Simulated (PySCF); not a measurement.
`N#C[Si@@H](O[SiH3])N([SiH3])[SiH3]`, CH10N2OSi4

Molfile (atoms numbered from 1):
```
CH10N2OSi4
     RDKit          3D

 18 17  0  0  0  0  0  0  0  0999 V2000
    1.8533    3.0834   -0.6693 N   0  0  0  0  0  0  0  0  0  0  0  0
    1.3888    2.0629   -0.9007 C   0  0  0  0  0  0  0  0  0  0  0  0
    0.6261    0.4073   -1.3155 Si  0  0  1  0  0  4  0  0  0  0  0  0
    1.6186   -0.7069   -0.7115 O   0  0  0  0  0  0  0  0  0  0  0  0
    2.2882   -1.8101    0.2728 Si  0  0  0  0  0  4  0  0  0  0  0  0
   -0.9540    0.3582   -0.6108 N   0  0  0  0  0  0  0  0  0  0  0  0
   -1.8212    1.8646   -0.3946 Si  0  0  0  0  0  4  0  0  0  0  0  0
   -1.5887   -1.1801   -0.0806 Si  0  0  0  0  0  4  0  0  0  0  0  0
    0.6185    0.2100   -2.7625 H   0  0  0  0  0  0  0  0  0  0  0  0
    2.3360   -1.2573    1.6247 H   0  0  0  0  0  0  0  0  0  0  0  0
    1.4537   -3.0091    0.2011 H   0  0  0  0  0  0  0  0  0  0  0  0
    3.6188   -2.0172   -0.2929 H   0  0  0  0  0  0  0  0  0  0  0  0
   -1.3008    2.5668    0.7792 H   0  0  0  0  0  0  0  0  0  0  0  0
   -3.2293    1.5221   -0.2165 H   0  0  0  0  0  0  0  0  0  0  0  0
   -1.6204    2.6535   -1.6102 H   0  0  0  0  0  0  0  0  0  0  0  0
   -1.0649   -1.5033    1.2505 H   0  0  0  0  0  0  0  0  0  0  0  0
   -1.1884   -2.1946   -1.0558 H   0  0  0  0  0  0  0  0  0  0  0  0
   -3.0428   -1.0440   -0.0486 H   0  0  0  0  0  0  0  0  0  0  0  0
  1  2  3  0
  2  3  1  0
  3  4  1  0
  4  5  1  0
  3  6  1  0
  6  7  1  0
  6  8  1  0
  3  9  1  6
  5 10  1  0
  5 11  1  0
  5 12  1  0
  7 13  1  0
  7 14  1  0
  7 15  1  0
  8 16  1  0
  8 17  1  0
  8 18  1  0
M  END
```

Method: PySCF, GIAO HF/pcSseg-1 magnetisability, rotational g tensor and spin-rotation constants, non-relativistic, gas phase. Geometry: GFN2-xTB.

Q: How diamagnetic is it, and how anisotropic?

A: Isotropic -1486 × 10⁻³⁰ J/T², or -89.5 × 10⁻⁶ cm³/mol; principal values -1627, -1463, -1367 × 10⁻³⁰ J/T², anisotropy 228 × 10⁻³⁰ J/T² (root of half the summed squared differences of the principal values). The susceptibility is in cgs units.

Q: Split it along the inertial axes a, b, c into diamagnetic and paramagnetic parts about the centre of mass, with the quadrupole moment.

A: 
| axis | χ (10⁻⁶ cm³/mol) | diamagnetic (10⁻⁶ cm³/mol) | paramagnetic (10⁻⁶ cm³/mol) | summed x² of all electrons (Å²) | quadrupole Θ (D Å) |
| --- | --- | --- | --- | --- | --- |
| a | -91.2 | -1178.1 | 1086.9 | 331.1 | +11.41 |
| b | -91.2 | -1602.0 | 1510.8 | 231.2 | -14.45 |
| c | -86.0 | -2385.3 | 2299.3 | 46.5 | +3.05 |

Anisotropies 2χaa − χbb − χcc = -5.3 and 2χbb − χaa − χcc = -5.2 × 10⁻⁶ cm³/mol. Θ is traceless in Buckingham's convention.

Q: And the rotational g tensor?

A: 
```tsv
axis	rotational constant (GHz)	g	nuclear part	electronic part
a	1.1519	-0.0352	0.5529	-0.5882
b	0.8280	-0.0194	0.5682	-0.5877
c	0.5260	-0.0162	0.5520	-0.5682
```
Asymmetric top; isotopes 12C, 1H, 14N, 16O, 28Si; no vibrational averaging.
